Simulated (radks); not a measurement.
Results of a calculation; reference values are marked as such.
Spherical quantum dot in the effective-mass picture: electrons in a well V = -V0 / (1 + exp((r - R)/a)) with V0 = 41.9, R = 1.58, a = 0.14, all in effective atomic units (hartree* = m*/eps^2 hartree, bohr* = eps/m* bohr), one dielectric constant everywhere. Level of theory: non-relativistic Kohn-Sham, LDA (Slater exchange, Perdew-Wang correlation), spin-polarised, spherical densities (a radial shooting solver with Libxc functionals). Levels are named by radial order and angular momentum (1s, 1p, 1d, 2s, ...), and open shells are averaged over m.

N = 5, configuration 1s2 1p(up 3, down 0). This is the lowest configuration that the search found. Occupied and some empty levels:

level    occupation  eigenvalue (hartree*)  <r> (bohr*)
1s up             1                -34.973       0.7832
1s down           1                -34.692       0.7809
1p up             3                -32.866       0.9157
1p down           0                -32.573       0.9170
1d up             0                -30.140        1.007
1d down           0                -29.855        1.009
2s up             0                -28.593       0.8019
2s down           0                -28.389       0.8033
1f up             0                -26.901        1.078
1f down           0                -26.631        1.080

Energy (hartree*): total -180.098, kinetic 14.779, external -204.21, Hartree 12.992, exchange-correlation -3.6547.

Electron density:

r (bohr*)  n(r) (e/bohr*^3)
0.0361               0.7458
0.127                0.7701
0.218                0.8169
0.308                0.8769
0.399                0.9370
0.490                0.9820
0.581                0.9971
0.671                0.9705
0.762                0.8967
0.853                0.7785
0.944                0.6280
1.03                 0.4634
1.12                 0.3099
1.22                 0.1823
1.31                0.09274
1.40                0.03992
1.49                0.01455
1.58               0.004401
1.67               0.001145
1.76              0.0002656
